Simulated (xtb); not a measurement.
C5H6BF, SMILES C=C(C#C)B(C)F. All values are semi-empirical tight-binding results from xtb (GFN2-xTB unless named), good for trends rather than for accurate numbers. Geometry: GFN2-xTB. The structure was generated by enumeration, and PubChem lists no compound with its InChIKey, so it may never have been made. One conformer was computed; it need not be the lowest.

Optimised geometry:

Bond lengths (Å): C1–C2 1.201, C1–H8 1.049, C2–C3 1.420, C3–C4 1.342, C3–B5 1.573, C4–H9 1.079, C4–H10 1.076, B5–C6 1.580, B5–F7 1.325, C6–H11 1.089, C6–H12 1.088, C6–H13 1.087. Bond angles (°): C2–C1–H8 179.6, C1–C2–C3 178.2, C2–C3–C4 119.0, C2–C3–B5 117.8, C4–C3–B5 123.2, C3–C4–H9 122.0, C3–C4–H10 121.3, H9–C4–H10 116.7, C3–B5–C6 123.8, C3–B5–F7 118.0, C6–B5–F7 118.3, B5–C6–H11 110.7, B5–C6–H12 112.1, B5–C6–H13 111.8, H11–C6–H12 106.4, H11–C6–H13 107.5, H12–C6–H13 108.1.
Charge 0, spin multiplicity 1.

Estimate the properties. (An estimate is asked for; the answer gives what the named calculation found.)


```yaml
orbital_gap: 3.27 eV
dipole_moment: 1.85 D
zero_point_energy: 58.2 kcal/mol
G − E(el) at 298.15 K (modified RRHO): 37.4 kcal/mol
static polarisability (D4 model): 68.8 bohr³
solvation energy, GFN2-xTB/ALPB(water): -2.5 kcal/mol
solvation energy, GFN2-xTB/ALPB(dmso): -6.9 kcal/mol
```

Give the IR lines (harmonic; lines under 4 % of the strongest left out, lines within 3 cm⁻¹ merged). (An estimate is asked for; the answer gives what the named calculation found.)

ν (cm⁻¹): 525 (w), 839 (m), 908 (w), 1069 (m), 1239 (m), 1268 (vs), 1382 (w), 1611 (w), 3013 (w), 3034 (w), 3051 (w), 3091 (w), 3128 (w) (against the strongest line: vs over 80 %, s over 45 %, m over 15 %, w over 4 %, vw less)

Give the atomic charges and the Wiberg bond orders between heavy atoms. (The exact figures need the calculation; the answer reports its results.)

charges (e) C1 -0.10, C2 -0.02, C3 -0.04, C4 -0.07, B5 0.38, C6 -0.20, F7 -0.26, H8 0.08, H9 0.05, H10 0.04, H11 0.05, H12 0.05, H13 0.05. Bond orders C1–C2 2.82, C2–C3 1.11, C3–C4 1.81, C3–B5 0.99, B5–C6 1.03, B5–F7 1.10.
